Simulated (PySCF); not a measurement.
Electron correlation in Ti (titanium, neutral)

Starting occupation: [Ar] 3d2 4s2, 3d5/2 with m_j = +3/2, +5/2. Computed with PySCF 2.14 in x2c-SVPall-2c with one added diffuse shell each of s, d type (6s5p4d1f, 48 functions), with X2C-1e with screened-nucleus spin-orbit coupling, Gaussian nucleus. Frozen: [Ne]; 12 electrons correlated; the 6 highest virtual spinors left out.

MP2 pair energies summed by pair of shells (mhartree):

```json
{"pair": "3p-3p", "energy": "-103.66", "share (%)": "51.6"}
{"pair": "3d-3p", "energy": "-36.19", "share (%)": "18.0"}
{"pair": "4s-4s", "energy": "-18.56", "share (%)": "9.2"}
{"pair": "3p-4s", "energy": "-15.18", "share (%)": "7.6"}
{"pair": "3d-4s", "energy": "-8.76", "share (%)": "4.4"}
{"pair": "3p-3s", "energy": "-7.84", "share (%)": "3.9"}
{"pair": "3s-3s", "energy": "-4.02", "share (%)": "2.0"}
{"pair": "3d-3d", "energy": "-3.10", "share (%)": "1.5"}
{"pair": "3d-3s", "energy": "-2.84", "share (%)": "1.4"}
{"pair": "3s-4s", "energy": "-0.84", "share (%)": "0.4"}
```

Total MP2 correlation energy: -200.98 mhartree.

The GHF reference relaxed away from the jj start to a determinant that is no pure jj level (⟨S²⟩ = 2.01, ⟨J²⟩ = 20.02); the energies belong to that determinant.

This basis was not built for core-valence correlation, so the inner-shell part is incomplete.
